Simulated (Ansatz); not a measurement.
`CC(F)C[SiH3]` + `S[CH2][GeH3]` → `[SiH3]S[CH2][GeH3]` + `CC(C)F` at 700 K and 1 bar (ligand exchange at the Si–C bond).

Calculated with Ansatz (gas phase, PBE0-D4/def2-TZVP geometries, no zero-point term in ΔE). CCSD(T)/CBS is the MP2 limit (def2-TZVPP, def2-QZVPP) plus CCSD(T) − MP2 in def2-TZVPP, frozen cores. For Ge outer-core shells are correlated without core-valence functions, which leaves a few kJ/mol of doubt a bond. Scalar relativity is left out up to krypton. One conformer a species, not always the lowest.

```csv
species,CCSD(T)/CBS energy (Eh),H − E (kJ/mol),S (J/(mol·K))
`CC(F)C[SiH3]`,-508.44566,380.2,485.0
`S[CH2][GeH3]`,-2515.53503,222.7,419.1
`[SiH3]S[CH2][GeH3]`,-2805.83640,293.3,519.1
`CC(C)F`,-218.16942,315.3,389.7
```

H − E and S are ideal-gas, rigid-rotor, harmonic terms from PBE0-D4/def2-TZVP, for one conformer and one mirror image of each species. 1 Eh = 2625.50 kJ/mol, R = 8.31446 J/(mol·K).

Question: By hand: ΔE, ΔH, ΔS and ΔG.

Answer: ΔE = (-2805.83640) + (-218.16942) − (-508.44566) − (-2515.53503) = -0.02513 Eh = -66.0 kJ/mol. Δ(H − E) = 293.3 + 315.3 − 380.2 − 222.7 = 5.7, so ΔH = -60.3 kJ/mol. ΔS = 519.1 + 389.7 − 485.0 − 419.1 = 4.7 J/(mol·K). ΔG = -60.3 − 700 × (4.7)/1000 = -63.6 kJ/mol.

Question: By hand: the equilibrium constant, and the temperature at which ΔG would vanish if ΔH and ΔS stayed fixed.

Answer: log₁₀ K = −ΔG/(RT ln 10) = 4.7. ΔH and −TΔS have one sign here, so there is no such temperature. One of them is within its doubt of zero, so this could turn.

The number of gas molecules stays the same, so ΔS is small and ΔH decides. A doubt of 5 kJ/mol in ΔE shifts log₁₀ K by 0.4 here. Other conformers and mirror images would add mixing entropy, several J/(mol·K) or more a flexible species. Modes under 60 cm⁻¹, often nearly free rotors, make the harmonic entropy too high. These are equilibria of isolated gas molecules and say nothing of rates. Largest T1 diagnostic: 0.011 (customary marks: 0.02 for closed shells, 0.045 for open ones).
